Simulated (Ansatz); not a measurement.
`F[SiH]([SiH3])Cl` + NH₃ → `N[SiH]([SiH3])Cl` + H–F at 500 K and 1 bar (ligand exchange at the Si–F bond).

Calculated with Ansatz (gas phase, PBE0-D4/def2-TZVP geometries, no zero-point term in ΔE). CCSD(T)/CBS adds triple-zeta CCSD(T) − MP2 to the extrapolated MP2 energy (def2 sets, frozen cores). This one scheme is used for every species. One conformer a species, not always the lowest.

| species | CCSD(T)/CBS energy (Eh) | H − E (kJ/mol) | S (J/(mol·K)) |
| --- | --- | --- | --- |
| `F[SiH]([SiH3])Cl` | -1140.23962 | 143.6 | 402.4 |
| NH₃ | -56.50880 | 108.2 | 211.8 |
| `N[SiH]([SiH3])Cl` | -1096.32520 | 211.5 | 425.1 |
| H–F | -100.39570 | 39.4 | 188.7 |

H − E and S are ideal-gas, rigid-rotor, harmonic terms from PBE0-D4/def2-TZVP, for one conformer and one mirror image of each species. 1 Eh = 2625.50 kJ/mol, R = 8.31446 J/(mol·K).

By hand: ΔE, ΔH, ΔS and ΔG.

ΔE = (-1096.32520) + (-100.39570) − (-1140.23962) − (-56.50880) = 0.02752 Eh = 72.3 kJ/mol. Δ(H − E) = 211.5 + 39.4 − 143.6 − 108.2 = -0.9, so ΔH = 71.4 kJ/mol. ΔS = 425.1 + 188.7 − 402.4 − 211.8 = -0.4 J/(mol·K). ΔG = 71.4 − 500 × (-0.4)/1000 = 71.6 kJ/mol.

By hand: the equilibrium constant, and the temperature at which ΔG would vanish if ΔH and ΔS stayed fixed.

log₁₀ K = −ΔG/(RT ln 10) = -7.5. ΔH and −TΔS have one sign here, so there is no such temperature.

The number of gas molecules stays the same, so ΔS is small and ΔH decides. A doubt of 5 kJ/mol in ΔE shifts log₁₀ K by 0.5 here. Other conformers and mirror images would add mixing entropy, several J/(mol·K) or more a flexible species. These are equilibria of isolated gas molecules and say nothing of rates. Largest T1 diagnostic: 0.012 (customary marks: 0.02 for closed shells, 0.045 for open ones).

ΔS is within the doubt of such terms, so its sign, and with it that verdict, could turn.
